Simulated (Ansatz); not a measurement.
Geometry optimisation, RKS B3LYP-D4/def2-SVP (Ansatz).

input.yaml

```yaml
crystal:
  periodic: [false, false, false]
  atoms:
    - { symbol: Si, position_ang: [-0.073392, -0.542451, -0.314062] }
    - { symbol: H, position_ang: [0.739614, 0.561413, 1.974465] }
    - { symbol: F, position_ang: [1.340821, 0.159338, -0.608326] }
    - { symbol: O, position_ang: [-1.176253, 0.571969, 0.16132] }
    - { symbol: H, position_ang: [-1.804918, 0.853219, -0.512181] }
    - { symbol: Cl, position_ang: [-0.672566, -1.37422, -2.112253] }
    - { symbol: O, position_ang: [0.128216, -1.766394, 0.790128] }
    - { symbol: H, position_ang: [-0.027608, -2.647134, 0.425763] }
    - { symbol: H, position_ang: [0.717286, -0.129341, 2.162246] }
basis:
  gaussian: { orbitals: def2-SVP }
hamiltonian:
  xc: b3lyp
  dispersion: d4
relax:
  f_tol: 0.03
  max_steps: 50
```

Run as:

```bash
$ ansatz run input.yaml --threads 2 --pin off --max-ram 3072MiB --backend cpu --events-out ev --progress --plain --runs-dir out
```

Q: Where does it end, and by what steps?

A: It converged. The force dipped under the threshold on the way, but the program's further checks kept it going. After 31 steps the energy has fallen by 0.215 eV; H2 moved furthest, 1.66 Å.

```
step  energy less start (eV)  largest force component (eV/Å)  accepted
   0                  0.0000                           1.767       yes
   2                 -0.1340                           0.261       yes
   4                 -0.1438                           0.131       yes
   6                 -0.1587                           0.487       yes
   8                 -0.1728                           0.669       yes
  10                 -0.1928                           0.331       yes
  12                 -0.2002                           0.077       yes
  14                 -0.2009                           0.028       yes
  16                 -0.2021                           0.055       yes
  18                 -0.2045                           0.152       yes
  20                 -0.2071                           0.138       yes
  22                 -0.2095                           0.275        no
  24                 -0.2108                           0.032       yes
  26                 -0.2117                           0.177       yes
  28                 -0.2135                           0.012       yes
  30                 -0.2145                           0.022       yes
  31                 -0.2147                           0.016       yes
```

```xyz
9
Properties=species:S:1:pos:R:3
Si -0.383 -0.541 -0.677
H 1.522 -0.051 3.306
F 0.874 0.381 -1.099
O -1.713 0.392 -0.525
H -1.824 1.129 -1.137
Cl -0.558 -1.956 -2.163
O -0.136 -1.266 0.767
H 0.302 -2.125 0.773
H 1.088 -0.275 2.721
```

Whether the end is a true minimum wasn't checked by a vibrational analysis.

The run took 59 s on 2 threads of AMD EPYC 7R43 64-Core Processor (Zen 3), on a shared host, peak memory 0.23 GiB.
